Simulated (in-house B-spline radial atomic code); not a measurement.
Atomic self-consistent-field run: Ta II (Ta+). Method: Dirac-Kohn-Sham LDA VWN5, spherical fractional occupations, Fermi nucleus of rms radius 5.3507 fm, inside a hard spherical wall at 2.82 bohr. Calculated with an all-electron radial atomic-structure program (B-spline basis).

Command:
```bash
python run_scf.py task.json out
```
Settings (nuclear radius in fm, mass in u):
```
Z                73
configuration    [Xe] 4f14 5d3 6s1
hamiltonian      dirac
method           lda,vwn
spin_polarised   False
nucleus          fermi
rms_radius       5.3507
atomic_mass      180.948
speed_of_light   137.035999084
wall_radius      2.82
```

Output (hartree, bohr):
```
 radial grid: 59 intervals, B-splines of order 8, outer radius 2.82 bohr

 iter        energy (Eh)    residual
    1      -15609.989586    4.63e-01
    2      -15605.505841    4.07e-01
    3      -15609.798880    3.16e-01
    4      -15611.407860    1.31e-01
    5      -15610.491796    2.50e-01
    6      -15611.799782    5.55e-03
    7      -15611.800781    1.71e-03
    8      -15611.800887    1.54e-05
    9      -15611.800887    1.53e-06
   10      -15611.800887    7.39e-08

 total energy                    -15611.80089
 kinetic                           17525.3806
 electron-nucleus                 -38975.8227
 Hartree                            6147.4629
 exchange-correlation               -308.8218

 first-order corrections (not in the total)
   Gaunt                            18.3373
   retardation                      -1.9441
   frequency dependence             -0.3064
   self-energy                      13.2833
   Uehling                          -2.4553
   Wichmann-Kroll                    0.0955

 orbital      occ     eigenvalue          <r>       <r^2>       <1/r>     <1/r^2>       r_max    small
 1s1/2      2.000     -2469.0335     0.018679 0.000479479     85.3261     17390.1     0.01169  7.55e-02
 2s1/2      2.000      -423.6711    0.0783974  0.00732698      20.725     2347.68      0.0671  1.71e-02
 2p1/2      2.000      -405.1070     0.064894  0.00523655     20.7054     743.118     0.04993  1.71e-02
 2p3/2      4.000      -358.4839     0.072733  0.00643966     17.4936     417.913     0.05667  1.55e-02
 3s1/2      2.000       -96.7515     0.204527   0.0479597     7.60302     525.271      0.1891  5.59e-03
 3p1/2      2.000       -88.4602      0.19438   0.0440323     7.52408     168.809      0.1771  5.55e-03
 3p3/2      4.000       -78.4276      0.20897   0.0506683     6.69383      96.286       0.191  5.08e-03
 3d3/2      4.000       -64.3396     0.183014   0.0393568     6.58891     54.4083      0.1496  4.97e-03
 3d5/2      6.000       -62.1526     0.187506     0.04118     6.39172      50.507      0.1535  4.84e-03
 4s1/2      2.000       -19.4134     0.459017     0.23821     3.19541     130.963      0.4295  1.84e-03
 4p1/2      2.000       -15.9932      0.46461     0.24608     3.08684     41.1345      0.4294  1.75e-03
 4p3/2      4.000       -13.6747     0.498036    0.282454     2.79496      23.474      0.4589  1.57e-03
 4d3/2      4.000        -8.0360     0.517005    0.310408     2.57811     12.1204      0.4564  1.38e-03
 4d5/2      6.000        -7.6103     0.528627    0.324383     2.50769     11.2078      0.4658  1.33e-03
 5s1/2      2.000        -2.3941      1.10967     1.38064     1.20953     22.4351      0.9948  3.89e-04
 5p1/2      2.000        -1.4121      1.21445     1.65261     1.08502     6.19974       1.075  3.19e-04
 5p3/2      4.000        -1.0930      1.29891     1.87827    0.994453      3.5823       1.164  2.78e-04
 4f5/2      6.000        -0.6076     0.639082    0.518576     2.00742     5.20346      0.4383  9.05e-04
 4f7/2      8.000        -0.5355     0.650046    0.537168     1.97611     5.04277      0.4436  8.83e-04
 5d3/2      1.200         0.2641      1.52364     2.53902    0.810822     1.48029       1.459  1.93e-04
 5d5/2      1.800         0.3050      1.53972     2.58858    0.800265      1.4073       1.486  1.90e-04
 6s1/2      1.000         0.9145      1.76012     3.42048    0.783031     11.7563       1.986  2.56e-04
```

Cost of the run: 0.77 s on 1 thread of Arm Neoverse V1, on a shared host.

For the Dirac Hamiltonian the kinetic term is c α·p + (β - 1)c².
